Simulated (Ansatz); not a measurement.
Input file for Ansatz (a program for electronic structure): U-CCSDT(Q)/cc-pVTZ on CF (SMILES [C]F), 2S+1 = 2, a spin state set in the input, which need not be the lowest, at the other state's geometry.

Ansatz 0.2 input:
```yaml
crystal:
  periodic: [false, false, false]
  atoms:
    - {symbol: C, position_ang: [-0.00000000, -0.00000000, -0.79647408]}
    - {symbol: F, position_ang: [0.00000000, 0.00000000, 0.53098272]}
basis:
  gaussian:
    orbitals: cc-pVTZ
magnetization: {spin_polarized: true, initial_magnetization: 1}
correlation: {method: ccsdt_q, electrons: outside_noble_gas}
scf: {omitted_lower_state_checks: [cluster_reference]}
```

The head of its log:

```
WARN ansatz: RAYON_NUM_THREADS=2 ignored (pool sized by the plan → 2); use --threads N
Functional definition: HF
these checks for a lower state are left out or cut short: cluster_reference
integrals: 0.06 GiB planned
729 factors; integrals over basis functions are off by at most 2.0e-7 eV
mean field: 0.12 GiB planned
mean field evaluation 1: about -3732.8958 eV, gradient 1.4e1 eV
mean field evaluation 2: about -3732.9002 eV, gradient 1.4e1 eV
mean field evaluation 4: about -3733.9005 eV, gradient 2.5e0 eV
mean field evaluation 8: about -3733.9650 eV, gradient 1.2e-1 eV
mean field evaluation 16: about -3733.9653 eV, gradient 4.2e-2 eV
mean field -3733.96529812 eV, -137.2206937333 hartree, gradient 3.3e-6 eV, S^2 0.762357; 4 other end points of the search recorded, 0 dependent functions left out
2 core orbitals not correlated
reference -3733.96529812 eV, -137.2206937333 hartree; 6, 5 occupied and 52, 53 virtual orbitals, 729 factors
```

Q: What total energy does the run end on?

A: -137.6039 hartree (reference determinant -137.2207, T1 diagnostic 0.022).
